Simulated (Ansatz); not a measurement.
`CN(C)c1ccc(C#Cc2ccc(C#Cc3ccc(C#CC#N)cc3)cc2)cc1`. Total charge 0; singlet. Geometry r2SCAN-D4/def2-SVP; atoms count from 1.

Cartesian coordinates in Å:
```
C -8.7332 2.6134 -2.6782
N -7.4763 2.9996 -3.2789
C -7.4663 3.7995 -4.4829
C -6.2930 2.5336 -2.7543
C -5.0451 2.8584 -3.3467
C -3.8533 2.3904 -2.8094
C -3.8335 1.5748 -1.6572
C -2.6104 1.0958 -1.1130
C -1.5562 0.6827 -0.6441
C -0.3338 0.1872 -0.1107
C 0.1896 -1.0540 -0.5395
C 1.3831 -1.5413 -0.0214
C 2.1004 -0.8039 0.9468
C 3.3226 -1.3032 1.4769
C 4.3745 -1.7364 1.9308
C 5.5951 -2.2406 2.4566
C 5.5974 -3.0746 3.5985
C 6.7879 -3.5703 4.1120
C 8.0204 -3.2474 3.4983
C 9.2355 -3.7529 4.0197
C 10.2883 -4.1921 4.4720
C 11.4598 -4.6793 4.9743
N 12.4661 -5.0976 5.4050
C 8.0223 -2.4136 2.3562
C 6.8295 -1.9201 1.8458
C 1.5820 0.4380 1.3760
C 0.3882 0.9233 0.8560
C -5.0749 1.2461 -1.0707
C -6.2725 1.7089 -1.5996
H -8.8937 1.5183 -2.7075
H -9.5571 3.0902 -3.2241
H -8.7984 2.9329 -1.6218
H -7.0415 3.2526 -5.3466
H -8.4951 4.0848 -4.7367
H -6.8805 4.7282 -4.3540
H -5.0041 3.4838 -4.2394
H -2.9067 2.6593 -3.2856
H -0.3606 -1.6302 -1.2876
H 1.7778 -2.5031 -0.3588
H 4.6467 -3.3260 4.0745
H 6.7825 -4.2139 4.9949
H 8.9726 -2.1621 1.8791
H 6.8341 -1.2764 0.9630
H 2.1310 1.0146 2.1248
H -0.0079 1.8841 1.1942
H -5.0897 0.6145 -0.1786
H -7.2037 1.4240 -1.1084
```

Single mean-field runs in def2-TZVP are fitted with def2-universal-jkfit.

Question: Estimate the Mulliken populations of the heavy atoms from the PBE0/def2-TZVP orbitals of Ansatz.

Answer: 
| atom | charge (e) |
| --- | --- |
| C1 | -0.34 |
| N2 | -0.01 |
| C3 | -0.34 |
| C4 | 0.24 |
| C5 | -0.26 |
| C6 | -0.20 |
| C7 | -0.02 |
| C8 | 0.14 |
| C9 | 0.06 |
| C10 | 0.00 |
| C11 | -0.19 |
| C12 | -0.18 |
| C13 | 0.00 |
| C14 | 0.13 |
| C15 | 0.09 |
| C16 | 0.01 |
| C17 | -0.19 |
| C18 | -0.17 |
| C19 | 0.00 |
| C20 | 0.02 |
| C21 | 0.24 |
| C22 | -0.25 |
| N23 | 0.00 |
| C24 | -0.17 |
| C25 | -0.19 |
| C26 | -0.18 |
| C27 | -0.18 |
| C28 | -0.20 |
| C29 | -0.26 |
Mulliken values depend strongly on the basis.

Question: And the Mayer bond orders between heavy atoms (over 0.3)?

Answer: C1–N2 0.97 (1.45 Å); N2–C3 0.97 (1.45 Å); N2–C4 1.24 (1.38 Å); C4–C5 1.28 (1.42 Å); C4–C29 1.28 (1.42 Å); C5–C6 1.50 (1.39 Å); C6–C7 1.35 (1.41 Å); C7–C8 1.08 (1.42 Å); C7–C28 1.35 (1.41 Å); C8–C9 2.65 (1.23 Å); C9–C10 1.10 (1.42 Å); C10–C11 1.35 (1.41 Å); C10–C27 1.35 (1.41 Å); C11–C12 1.44 (1.39 Å); C12–C13 1.34 (1.41 Å); C13–C14 1.11 (1.42 Å); C13–C26 1.34 (1.41 Å); C14–C15 2.65 (1.22 Å); C15–C16 1.11 (1.42 Å); C16–C17 1.34 (1.41 Å); C16–C25 1.34 (1.41 Å); C17–C18 1.45 (1.39 Å); C18–C19 1.32 (1.41 Å); C19–C20 1.14 (1.42 Å); C19–C24 1.32 (1.41 Å); C20–C21 2.60 (1.23 Å); C21–C22 1.21 (1.36 Å); C22–N23 2.92 (1.17 Å); C24–C25 1.45 (1.39 Å); C26–C27 1.44 (1.39 Å); C28–C29 1.50 (1.39 Å).
